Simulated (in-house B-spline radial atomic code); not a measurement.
**RPA and G0W0 on BHandHLYP: Sb4+**

Configuration [Kr] 4d10 5s1, highest spin, mean-field start BHandHLYP. Computed with an all-electron radial atomic-structure program (B-spline basis): all electrons, non-relativistic, point nucleus, each spin shell either full or empty, empty states to l = 9 with an (l + 1/2)⁻⁴ tail; G0W0 by contour deformation at full frequency.

Without relativity these are model numbers: it shifts the levels of so heavy an element strongly and can reorder them.

Command:
```bash
python run_gw.py task.json out
```
Settings (radii: box in bohr, nucleus in fm):
```
Z                        51
electrons                47
configuration            [Kr] 4d10 5s1
hamiltonian              nr
method                   bhandhlyp
lmax                     9
spin_polarised           True
box_radius               11.96
intervals                52
ion_configuration        [Kr] 4d10
```

Cost of the run: 7.7 s on 1 thread of Arm Neoverse N1 (shared host).

Energies (hartree):

```json
{"term": "mean-field total", "value": "-6312.65381"}
{"term": "Hartree-Fock functional on these orbitals", "value": "-6310.21661"}
{"term": "direct second order", "value": "-3.943"}
{"term": "second-order exchange", "value": "1.0926"}
{"term": "SOSEX correction", "value": "1.0268"}
```

Problem. What is the RPA correlation energy, and what remains with SOSEX?

Solution. RPA gives -3.5234 hartree (-2.04 eV per electron); RPA + SOSEX gives -2.4967, and the second-order doubles -2.8505 hartree (no singles). SOSEX takes back 29 % of the RPA value.

Quasi-particle levels (eV):

```csv
level,occupied,mean field,Σx - vxc,Σc,QP weight,G0W0
5s up,yes,-50.58,-1.17,?,?,?
4d down,yes,-82.81,-4.80,0.33,0.954,-87.29
4d up,yes,-83.04,-4.87,0.42,0.920,-87.50
5s down,no,-44.58,4.73,-2.45,0.961,-42.31
```

G0W0 = mean field + (Σx - vxc) + Σc, with Σc (partial-wave tail included) taken at the quasi-particle energy. Only the outer levels were computed. Levels of low weight are left out.

Problem. Where does G0W0 put 5s up?

Solution. At -53.67 eV, with Σc = -1.91 eV and a quasi-particle weight of 0.973. The tabulated removal energy is 55 ± 0.1 eV (NIST, semi-empirical); the calculation leaves out relativity, Breit and QED terms, and what these don't explain is the method's own error.

Problem. What does it cost to remove one electron (to [Kr] 4d10) by differences of total energies, each species on its own start (correlation terms add to the Hartree-Fock functional)?

Solution. BHandHLYP 53.25 eV, Hartree-Fock functional 51.57 eV, + RPA 53.44 eV, + RPA + SOSEX 52.83 eV, + second order 53.57 eV. Tabulated: 55 ± 0.1 eV (NIST, semi-empirical); the calculation leaves out relativity, Breit and QED terms, and what these don't explain is the method's own error.
